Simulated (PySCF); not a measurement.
Point-charge models of `C=NC1=CCS(=O)(=O)C1` against its computed dipole.

Coordinates (GFN2-xTB, Å) and charges (e) from the PBE0/pcSseg-1 density (PySCF):

| atom | x | y | z | Mulliken | IAO | Hirshfeld | ESP-fitted |
| --- | --- | --- | --- | --- | --- | --- | --- |
| C1 | 2.906 | -0.146 | 0.256 | +0.0272 | -0.1068 | +0.0229 | +0.2150 |
| N2 | 1.828 | -0.741 | 0.501 | -0.3907 | -0.2306 | -0.1263 | -0.5149 |
| C3 | 0.584 | -0.248 | 0.191 | -0.0318 | +0.0963 | +0.0385 | +0.3505 |
| C4 | 0.148 | 0.993 | 0.470 | -0.1134 | -0.2081 | -0.0686 | -0.3127 |
| C5 | -1.291 | 1.262 | 0.279 | -0.2450 | -0.4688 | -0.0782 | -0.3392 |
| S6 | -1.975 | -0.444 | 0.361 | +0.9326 | +1.9807 | +0.5235 | +0.9737 |
| O7 | -3.064 | -0.615 | -0.559 | -0.5295 | -0.8852 | -0.3254 | -0.5306 |
| O8 | -2.194 | -0.822 | 1.725 | -0.5116 | -0.8753 | -0.3173 | -0.5049 |
| C9 | -0.438 | -1.219 | -0.282 | -0.2060 | -0.4777 | -0.0812 | -0.2689 |
| H10 | 3.825 | -0.595 | 0.604 | +0.1316 | +0.1642 | +0.0617 | +0.0778 |
| H11 | 2.982 | 0.790 | -0.302 | +0.1047 | +0.1202 | +0.0484 | +0.0192 |
| H12 | 0.787 | 1.730 | 0.930 | +0.1076 | +0.1609 | +0.0509 | +0.1948 |
| H13 | -1.549 | 1.622 | -0.715 | +0.1805 | +0.1776 | +0.0569 | +0.1535 |
| H14 | -1.724 | 1.902 | 1.041 | +0.1770 | +0.1801 | +0.0669 | +0.1967 |
| H15 | -0.553 | -1.245 | -1.362 | +0.1829 | +0.1804 | +0.0596 | +0.1347 |
| H16 | -0.280 | -2.216 | 0.117 | +0.1840 | +0.1921 | +0.0674 | +0.1553 |

Q: Compute μ = Σ q r for each scheme (1 e·Å = 4.803 D) and compare with the dipole of the full density.

A: The full density gives (4.87, 2.77, -1.80) D, 5.88 D in size; dipole vectors point from the negative to the positive end.

```csv
scheme,μx,μy,μz,size (D),share of the full size (%),angle to the full dipole (°)
Mulliken,3.85,3.07,-2.56,5.55,94,13
IAO,5.77,2.82,-2.25,6.81,116,4
Hirshfeld,3.88,1.57,-1.11,4.33,74,8
ESP-fitted,4.90,2.78,-1.79,5.91,100,0
```

Q: Which set comes closest?

A: Length of the difference vector: ESP-fitted 0.04 D, IAO 1.01 D, Mulliken 1.31 D, Hirshfeld 1.70 D. Closest: ESP-fitted. 

Q: What is left for the Hirshfeld atoms' own dipoles?

A: The shares of the density sum to the whole, so what Σ q r misses lies in dipoles about the nuclei. The atomic dipoles sum to (4.87, 2.77, -1.80) − (3.88, 1.57, -1.11) = (0.99, 1.20, -0.69) D, 1.70 D in size.

Q: With the origin at the mean of the coordinates, (0.000, 0.001, 0.204) Å, which are the largest single terms, by size, of the IAO dipole along the direction of the full one?

A: S6 -18.00, O8 +11.22, O7 +11.02, H10 +2.18, C9 +1.81 D; all 16 atoms together +6.79 D. The single terms depend on the origin, their sum doesn't.

Q: Give the size of the full dipole in other units.

A: 5.88 D = 2.315 au = 1.225 e·Å = 19.63 × 10⁻³⁰ C·m.

One conformer (not necessarily the lowest) at the GFN2-xTB geometry, without solvent, vibrations or thermal averaging.
